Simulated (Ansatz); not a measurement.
Frontier orbitals of `O[SiH2]N[SiH2]O`.

Cartesian coordinates in Å:
```
O 1.3376 -1.9593 -1.1687
Si -0.1616 -1.3650 -0.8384
N -0.2224 -0.3765 0.5696
Si -0.6208 1.2898 0.7362
O 0.6135 2.2123 1.3156
H 2.0338 -1.3315 -1.3663
H -0.9723 -2.5906 -0.6632
H -0.6634 -0.5126 -1.9455
H -0.0299 -0.8590 1.4392
H -1.0436 1.7349 -0.6156
H -1.6831 1.4856 1.7476
H 1.4120 2.2718 0.7896
```

Charge 0, multiplicity 1. Geometry: relaxed with PBE0-D4/def2-TZVP. It is a higher conformer; a search finds a lower one. Basis def2-TZVPP, the Gaussian-basis code of Ansatz.

```tsv
functional	HOMO (eV)	LUMO (eV)	gap (eV)
LDA (SPW92)	-6.80	-0.87	5.93
PBE	-6.63	-0.66	5.97
r2SCAN	-6.94	-0.15	6.79
B97M-V	-7.07	-0.52	6.55
PBE0	-8.03	0.16	8.19
r2SCANh	-7.46	0.11	7.57
ωB97X-V	-10.47	2.02	12.49
ωB97M-V	-10.38	1.60	11.98
```

Against PBE, PBE0 changes HOMO and LUMO by −1.40 and +0.83 eV, ωB97M-V by −3.75 and +2.26 eV. A gap of 5.97 eV thus becomes 11.98 eV for the same molecule, so an orbital gap means little without its functional. A positive LUMO is unbound and depends on the basis.
